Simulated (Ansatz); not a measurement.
Consider the cleavage of the Si–Si bond: `[SiH3][Si@H]1O[C@@H]1Br` + `CCBS` → `CCBS[SiH3]` + `BrC1O[SiH2]1`.

Isolated molecules relaxed with PBE0-D4/def2-TZVP in Ansatz; ΔE leaves out vibrations. CCSD(T)/CBS is the MP2 limit (def2-TZVPP, def2-QZVPP) plus CCSD(T) − MP2 in def2-TZVPP, frozen cores. This one scheme is used for every species. DFT in def2-TZVPP. B3LYP here is the variant with VWN-RPA as its local correlation; programs differ in this. HSE06 is defined as in plane-wave codes. For Br outer-core shells are correlated without core-valence functions, which leaves a few kJ/mol of doubt a bond. Scalar relativity is left out up to krypton. One conformer a species, not always the lowest.

```tsv
level	ΔE (kcal/mol)	difference from CCSD(T)/CBS
LDA (SPW92)	-7.0	4.0
PBE-D4	-7.4	3.6
revPBE-D4	-8.1	2.9
BLYP-D4	-8.9	2.1
B97M-V	-9.3	1.7
PBE0-D4	-8.8	2.2
B3LYP-D4	-9.8	1.2
r2SCANh-D4	-10.0	1.0
r2SCAN0-D4	-10.5	0.5
BHLYP-D4	-11.4	-0.4
CAM-B3LYP-D4	-10.3	0.7
ωB97M-V	-11.5	-0.5
B2PLYP	-10.7	0.3
PBE-QIDH	-10.9	0.1
PBE	-7.2	3.8
revPBE	-7.1	3.9
BLYP	-8.3	2.7
r2SCAN	-9.6	1.4
PBE0	-8.7	2.3
B3LYP	-9.4	1.6
r2SCANh	-9.9	1.1
r2SCAN0	-10.4	0.6
HSE06	-8.7	2.3
BHLYP	-11.1	-0.1
CAM-B3LYP	-10.1	0.9
LC-ωPBE	-9.8	1.2
RPA@PBE/def2-TZVPP	-10.1	0.9
HF/def2-SVP	-12.2	-1.2
MP2/def2-SVP	-11.2	-0.2
CCSD/def2-SVP	-9.6	1.4
CCSD(T)/def2-SVP	-9.2	1.8
MP2/def2-TZVPP	-12.8	-1.8
SCS-MP2/def2-TZVPP	-12.6	-1.6
CCSD/def2-TZVPP	-10.6	0.4
HF/def2-QZVPP	-13.2	-2.2
MP2/def2-QZVPP	-13.2	-2.2
SCS-MP2/def2-QZVPP	-13.0	-2.0
HF/CBS(def2)	-13.2	-2.2
MP2/CBS(def2)	-13.4	-2.4
CCSD/CBS(def2)	-11.3	-0.3
CCSD(T)/CBS	-11.0	0
```

Largest T1 diagnostic among the species: 0.013.

At CCSD(T), def2-SVP lies +1.8 kcal/mol from the extrapolated value and def2-TZVPP +0.6 kcal/mol. From r2SCAN to r2SCAN0 (25 % exact exchange), in def2-TZVPP and without D4, ΔE moves by −0.8 kcal/mol.
